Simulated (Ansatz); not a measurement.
**Competing steps**

Reactants: CH₆GaN ([CH3][GaH][NH2]) (brackets give SMILES or just the links). Saddle points were found for several chosen steps; others may exist. Gas-phase electronic energies, without zero-point energy, by CCSD(T) at an estimated basis limit (MP2 extrapolated from triple and quadruple zeta, plus CCSD(T) − MP2 in triple zeta); Ansatz 0.2.0, def2-TZVPP and QZVPP, frozen cores, on PBE0-D4/def2-TZVP structures. Extrapolation: Hartree–Fock as exp(−7.88 √X), correlation as X^−2.97. No counterpoise correction.

(1) Rank the steps by the energy of their saddle points, lowest first, and give each saddle's height above the lowest. (Judge from chemistry; the value comes from the calculation.)
A. 1,2-elimination, to GaNH₂ ([NH][GaH]) + CH₄ (breaks or loosens C–Ga, H–N; forms C–H)
B. 1,2-elimination, to CH₃Ga ([CH2][GaH]) + NH₃, still joined by a dative Ga–N bond (breaks or loosens C–H, Ga–N; forms H–N)

(2) Does the lowest of these saddles lead to the lowest end structure (the products still in contact)? (Judge from chemistry; the calculation decides.)

T1 diagnostic: at most 0.021. The restricted Hartree–Fock reference is unstable towards an unrestricted one at one or more of these structures. The filled d shells of Ga are correlated in sets not built for that, so values that involve them are less sure.

For scale, one of the runs: CCSD(T)/def2-TZVPP, 194 basis functions (an equivalent command: `ansatz run in.yaml --threads 4`). Hardware: 4 CPU threads, shared host. Wall time 50 s; peak host memory 2.2 GiB.

Results:

(1) By the calculation: B (0.0 kJ/mol), A (38.1 kJ/mol). Heights count from the lowest.

The lowest of these saddles lies at 287.7 kJ/mol relative to the reactant.

(2) By the calculation: Yes. Relative to the reactant, the ends lie at 187.5 (CH₃Ga ([CH2][GaH]) + NH₃); 209.8 (GaNH₂ ([NH][GaH]) + CH₄) kJ/mol.
